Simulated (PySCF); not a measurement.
H2Br2O2Si, SMILES `O[Si](Br)(Br)O` (H–O–Si–Br torsion -66°, Br–Si–O–H torsion -46°), neutral singlet in the gas phase. 

Z-matrix (Å, degrees):
```
Si
O 1 1.6163
H 2 0.9600 1 117.66
O 1 1.6230 2 109.04 3 54.53
H 4 0.9591 1 118.16 2 -168.38
Br 1 2.1929 2 106.45 3 175.85
Br 1 2.2143 2 111.76 3 -65.65
```
Charge 0, spin multiplicity 1.

All levels are single points at this geometry (PBE0-D4/def2-TZVP); Pople sets use spherical d functions. Orbital energies aren't observables, and empty levels follow the basis.

```json
[
 {"level": "B3LYP-D3(BJ)/def2-TZVP in PySCF", "HOMO (eV)": "-8.16", "LUMO (eV)": "-0.50", "gap (eV)": "7.65", "dipole (D)": "1.94", "vertical IE, Delta-SCF (eV)": "10.42"},
 {"level": "PBE-D3(BJ)/def2-TZVP in PySCF", "HOMO (eV)": "-7.12", "LUMO (eV)": "-1.15", "gap (eV)": "5.97", "dipole (D)": "1.90", "vertical IE, Delta-SCF (eV)": "10.01"},
 {"level": "PBE0-D4/def2-TZVP in PySCF", "HOMO (eV)": "-8.43", "LUMO (eV)": "-0.20", "gap (eV)": "8.24", "dipole (D)": "1.94", "vertical IE, Delta-SCF (eV)": "10.51"},
 {"level": "B3LYP/6-31G* in PySCF", "HOMO (eV)": "-8.08", "LUMO (eV)": "-0.41", "gap (eV)": "7.67", "dipole (D)": "2.24", "vertical IE, Delta-SCF (eV)": "10.40"},
 {"level": "HF/3-21G in PySCF", "HOMO (eV)": "-11.39", "LUMO (eV)": "3.46", "gap (eV)": "14.85", "dipole (D)": "2.83", "vertical IE, Delta-SCF (eV)": "–"},
 {"level": "HF/STO-3G in PySCF", "HOMO (eV)": "-8.68", "LUMO (eV)": "7.70", "gap (eV)": "16.38", "dipole (D)": "2.41", "vertical IE, Delta-SCF (eV)": "–"}
]
```
